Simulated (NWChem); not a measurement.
System: C2H7FOSi; SMILES OCC[SiH2]F

Here is an NWChem input.

```
start job
memory heap 200 mb stack 900 mb global 1100 mb
geometry units angstroms noautosym nocenter noautoz
  O      0.776614    -2.003772     0.101631
  C     -0.555968    -1.716056    -0.262386
  C     -0.975751    -0.332118     0.213080
  Si     0.418099     0.895232    -0.088572
  F     -0.221951     2.396438    -0.012161
  H      0.815567    -2.096176     1.060067
  H     -0.577972    -1.754121    -1.363103
  H     -1.252329    -2.499395     0.093977
  H     -1.884089     0.014785    -0.308229
  H     -1.220171    -0.335009     1.290459
  H      0.991378     0.725257    -1.452445
  H      1.476803     0.840977     0.956876
end
basis spherical
  * library pcsseg-1
end
dft
  xc xpbe96 cpbe96
  iterations 150
end
property
  shielding
end
task dft property
```

Excerpt of the output:

```
             Northwest Computational Chemistry Package (NWChem) 7.3.0
             --------------------------------------------------------

                             Geometry "geometry" -> ""
                             -------------------------

 Output coordinates in angstroms (scale by  1.889725989 to convert to a.u.)

  No.       Tag          Charge          X              Y              Z
 ---- ---------------- ---------- -------------- -------------- --------------
    1 O                    8.0000     0.77661400    -2.00377200     0.10163100
    2 C                    6.0000    -0.55596800    -1.71605600    -0.26238600
    3 C                    6.0000    -0.97575100    -0.33211800     0.21308000
    4 Si                  14.0000     0.41809900     0.89523200    -0.08857200
    5 F                    9.0000    -0.22195100     2.39643800    -0.01216100
    6 H                    1.0000     0.81556700    -2.09617600     1.06006700
    7 H                    1.0000    -0.57797200    -1.75412100    -1.36310300
    8 H                    1.0000    -1.25232900    -2.49939500     0.09397700
    9 H                    1.0000    -1.88408900     0.01478500    -0.30822900
   10 H                    1.0000    -1.22017100    -0.33500900     1.29045900
   11 H                    1.0000     0.99137800     0.72525700    -1.45244500
   12 H                    1.0000     1.47680300     0.84097700     0.95687600

 Effective nuclear repulsion energy (a.u.)     241.7924831599

  pbe96 is a nonlocal functional; adding pw91lda local functional.
                              NWChem Property Module
                              ----------------------

  itol2e modified to match energy
  convergence criterion.

                                 NWChem DFT Module
                                 -----------------

 Summary of "ao basis" -> "ao basis" (spherical)
 ------------------------------------------------------------------------------
       Tag                 Description            Shells   Functions and Types
 ---------------- ------------------------------  ------  ---------------------
 O                          pcsseg-1                 7       17   3s3p1d
 C                          pcsseg-1                 7       17   3s3p1d
 Si                         pcsseg-1                10       24   4s5p1d
 F                          pcsseg-1                 7       17   3s3p1d
 H                          pcsseg-1                 3        5   2s1p

[...]

          -----------------------------------------
          Chemical Shielding Tensors (GIAO, in ppm)
          -----------------------------------------

                                NWChem CPHF Module
                                ------------------

  scftype          =     RHF
  nclosed          =       25
  nopen            =        0
  variables        =     2550
  # of vectors     =        3
  tolerance        = 0.10D-03
  level shift      = 0.00D+00
  max iterations   =       50
  max subspace     =       30

 SCF residual:    2.3242530113231648E-005

Iterative solution of linear equations
  No. of variables     2550
  No. of equations        3
  Maximum subspace       30
        Iterations       50
       Convergence  1.0D-04

   iter   nsub   residual    time
   ----  ------  --------  ---------
     1      3    5.67D-06     108.9

      Atom:    1  O
        Diamagnetic
    393.6899     -3.3099      8.9380
     -3.3099    375.2816     -4.5385
      8.9380     -4.5385    392.1710

        Paramagnetic
   -136.1222     -6.8721    -12.4540
     -6.8721   -104.9134      5.9112
    -12.4540      5.9112   -121.1385

        Total Shielding Tensor
    257.5677    -10.1820     -3.5160
    -10.1820    270.3682      1.3727
     -3.5160      1.3727    271.0325

           isotropic =     266.3228
          anisotropy =      16.5745

          Principal Components and Axis System
                 1           2           3
              277.3725    269.9602    251.6357

      1        -0.4721      0.1032      0.8755
      2         0.7703     -0.4346      0.4666
      3         0.4286      0.8947      0.1257

      Atom:    2  C
        Diamagnetic
    250.7623     -6.8780      1.7037
     -6.8780    250.6229      2.9395
      1.7037      2.9395    238.2299

        Paramagnetic
   -101.4248     -5.6079     19.8962
     -5.6079   -145.0491     -0.8212
     19.8962     -0.8212   -148.8479

        Total Shielding Tensor
    149.3376    -12.4858     21.5999
    -12.4858    105.5738      2.1183
     21.5999      2.1183     89.3820

           isotropic =     114.7644
          anisotropy =      65.9083

          Principal Components and Axis System
                 1           2           3
              158.7033    104.6688     80.9211

      1         0.9355      0.1195     -0.3324
      2        -0.2085      0.9464     -0.2466
      3         0.2851      0.3000      0.9103

      Atom:    3  C
        Diamagnetic
    250.7991     -0.3578     -0.7818
     -0.3578    262.6495      1.9533
     -0.7818      1.9533    246.7636

        Paramagnetic
    -89.2704     -9.1436      4.2081
     -9.1436    -82.3108      5.6556
      4.2081      5.6556   -118.2843

        Total Shielding Tensor
    161.5287     -9.5014      3.4264
     -9.5014    180.3387      7.6088
      3.4264      7.6088    128.4792

           isotropic =     156.7822
          anisotropy =      42.1668

          Principal Components and Axis System
                 1           2           3
              184.8934    158.7415    126.7117

      1        -0.3617      0.9216     -0.1407
      2         0.9266      0.3387     -0.1635
      3         0.1030      0.1895      0.9765

      Atom:    4  Si
        Diamagnetic
    877.6231     -0.1870     -0.6752
     -0.1870    886.2830     -0.1678
     -0.6752     -0.1678    874.2883

        Paramagnetic
   -559.9478    -17.9608    -10.6400
    -17.9608   -499.9194      1.7846
    -10.6400      1.7846   -612.6399

[...]
```

Level: PBE/pcSseg-1, GIAO. Structure relaxed at the PBE0/def2-SVP level. Not confirmed as a minimum by frequencies. The printed shielding anisotropy is the first printed principal value minus the mean of the other two.
